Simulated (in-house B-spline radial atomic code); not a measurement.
The numbers below are computed, except where a source is named.
**Building a PAW s channel for Si, r_c = 2.35 bohr**

Si, [Ne] 3s2 3p2, non-relativistic PBE, spherical and spin-unpolarised, from an all-electron radial atomic-structure program (B-spline basis) (atomic units; all potentials screened as in the neutral atom).

Two all-electron partial waves φ1, φ2 are integrated outwards at E1 = ε(3s) = -0.39573 and E2 = E1 + 1.5 hartree; φ1 is the bound orbital and φ2 has unit norm inside r_c = 2.3463 bohr. Smooth partners are polynomials, r^1(a0 + a1 r² + a2 r⁴ + a3 r⁶), matched to φ and three derivatives at r_c, with no condition on the norm. The local potential is -2.95501 + (1.09882) r² + (-0.18636) r⁴ + (0.0121509) r⁶ inside 1.924 bohr and the all-electron one outside.

| wave | φ(r_c) | φ'(r_c) | a0 | a1 | a2 | a3 |
| --- | --- | --- | --- | --- | --- | --- |
| 1 | 0.6503057 | -0.2593582 | 0.7137981 | -0.1145615 | 0.007249442 | -0.0001538265 |
| 2 | 0.8043102 | 1.790267 | -2.349174 | 0.9637606 | -0.1075373 | 0.00386847 |

Inside r_c the overlaps are <φi φj> = [[0.63921, -0.45761], [-0.45761, 1.00000]] and, for the smooth waves, [[0.81426, -0.92662], [-0.92662, 2.27004]]. With χj = (Ej − T − V_local) applied to smooth wave j, the program's quadrature gives the matrix B_ij = <smooth i, χj> as [[0.47703, -1.75078], [-1.04727, 4.05957]].

(1) Check the match of the first wave, and find the augmentation charges q_ij.

(2) B isn't symmetric. Show that D_ij = B_ij + Ej q_ij is.

Solving (T + V_local + Σ p D p) ψ = E (1 + Σ p q p) ψ in a sphere of 9 bohr gives these levels:

| all-electron | one projector | two projectors |
| --- | --- | --- |
| -0.395718 | -0.395718 | -0.395718 |
| 0.034210 | 0.032300 | 0.034183 |
| 0.336002 | 0.324378 | 0.335925 |
| 0.797672 | 0.744733 | 0.797625 |
| 1.405780 | 1.227400 | 1.405650 |

(3) What does the second projector gain?

Answers

(1) At r_c the four terms are 1.67478, -1.47975, 0.51549, -0.06022, which sum to 0.6503, φ1(r_c) to rounding. q_ij is the all-electron overlap less the smooth one: [[-0.17506, 0.46901], [0.46901, -1.27004]]. The smooth first wave has a norm of 0.8143 inside r_c against 0.6392, so q11 is negative and must stay small enough for the overlap operator to be positive.

(2) Integrating by parts gives B12 − B21 = (E1 − E2) q12: -1.75078 − (-1.04727) = -0.70351, and −1.5 × (0.46901) = -0.70351. So D12 = -1.75078 + (1.104270)(0.46901) = -1.23287 and D21 = -1.04727 + (-0.39573)(0.46901) = -1.23287; D11 = 0.54631, D22 = 2.65710. The projectors, p = (B⁻¹)ᵀ χ, are dual to the smooth waves; det B = 0.1.

(3) With one projector the errors are 0.00, -1.91, -11.62, -52.94, -178.38 millihartree. With two the errors are 0.00, -0.03, -0.08, -0.05, -0.13 millihartree. The scattering is exact at E1 and at E2 = 1.104, and over all levels compared the largest error is 0.13 millihartree. The lowest eigenvalue of the overlap operator is 0.6011 with one and 0.2469 with two projectors. The smooth orbital alone needs a cutoff of 1.77 hartree for 1 millihartree of kinetic energy, against 6.34 for a norm-conserving Troullier-Martins orbital of the same radius; part of the gain comes from giving up the norm, part from the simpler form.
